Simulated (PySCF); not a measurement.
Computed properties of trans-(1R,2R)-1-chloro-2-methylcyclopropane (C4H7Cl), SMILES C[C@H]1[C@@H](C1)Cl

trans-(1R,2R)-1-chloro-2-methylcyclopropane (C₄H₇Cl), SMILES C[C@@H]1C[C@H]1Cl. Coordinates come from a TPSSh-D3(BJ)/def2-SVP optimisation. The values are those of a single conformer. All values are computed for the isolated molecule unless a solvent is named; none is compared with measurement here.

**Structure.** All 30 harmonic modes at TPSSh-D3(BJ)/def2-SVP (PySCF) are real, so it is a minimum. With heavy atoms numbered as in [CH3:1][C@@H:2]1[CH2:3][C@H:4]1[Cl:5], the shortest bond between them is C3–C4 at 1.499 Å and the longest C4–Cl5 at 1.777 Å.

**Vibrations.** The strongest infrared lines (harmonic, unscaled, degenerate partners summed) lie at 3028 cm⁻¹ (32 km/mol, H 97 %), 1271 cm⁻¹ (30 km/mol, H 79 %, C 21 %), 3110 cm⁻¹ (21 km/mol, H 91 %, C 9 %). The softest mode is at 193 cm⁻¹ and the zero-point energy is 62.7 kcal/mol.

**Electronic structure.** B3LYP/def2-TZVP (PySCF) places the frontier levels at -7.40 and 0.47 eV, a gap of 7.87 eV, and gives a dipole moment of 2.07 D and a mean polarisability of 59.3 bohr³. PBE/def2-TZVP (PySCF) at the same geometry gives -6.32 and -0.34 eV, so its gap is 1.89 eV narrower. An orbital gap is neither the optical nor the fundamental gap.

**Excitations.** TDDFT-B3LYP/def2-SVPD (PySCF) has S1 at 6.54 eV (190 nm, f = 0.002, weak); the most intense of the 10 singlets computed lies at 8.24 eV (f = 0.04). T1 (TDA) is at 5.96 eV. TDDFT-PBE/def2-SVPD (PySCF) puts S1 at 6.19 eV. No vertical singlet excitation falls in the visible range (under 3.1 eV).

**NMR.** GIAO shifts at PBE0/pcSseg-1 (PySCF) (non-relativistic, atoms alike by connectivity averaged): ¹³C from 20.7 to 44.1 ppm against TMS; ¹H from 1.0 to 2.7 ppm against TMS. Without spin–orbit terms, shifts of atoms bonded to Cl or Br come out too high.
